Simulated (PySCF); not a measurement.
Correlation energy of Mg (magnesium, neutral)

[Ne] 3s2, closed-shell 1S. All numbers are calculated (PySCF 2.14, the non-relativistic Hamiltonian (point nucleus), in def2-TZVP (5s4p3d, 32 functions)). Frozen: [Ne]; 2 electrons correlated.

Total MP2 correlation energy: -21.71 mhartree.

Same-spin part 0.00 and opposite-spin part -21.71 mhartree; SCS-MP2 scales them by 1/3 and 6/5 to -26.05 mhartree.

With two correlated electrons CCSD is exact within the correlated space (frozen core and kept virtual orbitals).

| level | correlation energy (mhartree) |
| --- | --- |
| CCSD | -32.72 |

Diagnostics: T1 = 0.013, D1 = 0.0184, largest double amplitude 0.132.

Cost of the coupled-cluster step: 0.06 s of wall time on 1 thread of Intel(R) Xeon(R) 6975P-C (shared host), for 2 correlated electrons.

Iterations:

```
CC2 = 0
CCSD nocc = 1, nmo = 27
frozen orbitals [0, 1, 2, 3, 4]
max_cycle = 100
direct = 0
conv_tol = 1e-08
conv_tol_normt = 1e-06
diis_space = 8
diis_start_cycle = 0
Init t2, MP2 energy = -199.628342822069  E_corr(MP2) -0.0217116880286004
Init E_corr(CCSD) = -0.0217116880289027
cycle = 1  E_corr(CCSD) = -0.0278555063940657  dE = -0.00614381837  norm(t1,t2) = 0.0568381
cycle = 2  E_corr(CCSD) = -0.0303104524302861  dE = -0.00245494604  norm(t1,t2) = 0.0277433
cycle = 3  E_corr(CCSD) = -0.0327206823138516  dE = -0.00241022988  norm(t1,t2) = 0.0147345
cycle = 4  E_corr(CCSD) = -0.0327121129547508  dE = 8.5693591e-06  norm(t1,t2) = 0.00121278
cycle = 5  E_corr(CCSD) = -0.0327222031744044  dE = -1.00902197e-05  norm(t1,t2) = 0.000125803
cycle = 6  E_corr(CCSD) = -0.0327143752351607  dE = 7.82793924e-06  norm(t1,t2) = 3.62554e-05
cycle = 7  E_corr(CCSD) = -0.0327161890723961  dE = -1.81383724e-06  norm(t1,t2) = 1.07594e-05
cycle = 8  E_corr(CCSD) = -0.0327160194033628  dE = 1.69669033e-07  norm(t1,t2) = 1.62668e-06
cycle = 9  E_corr(CCSD) = -0.0327159554309459  dE = 6.39724169e-08  norm(t1,t2) = 3.56381e-07
cycle = 10  E_corr(CCSD) = -0.0327159639654615  dE = -8.5345156e-09  norm(t1,t2) = 4.89578e-08
CCSD converged
E(CCSD) = -199.6393470980058  E_corr = -0.03271596396546152
```
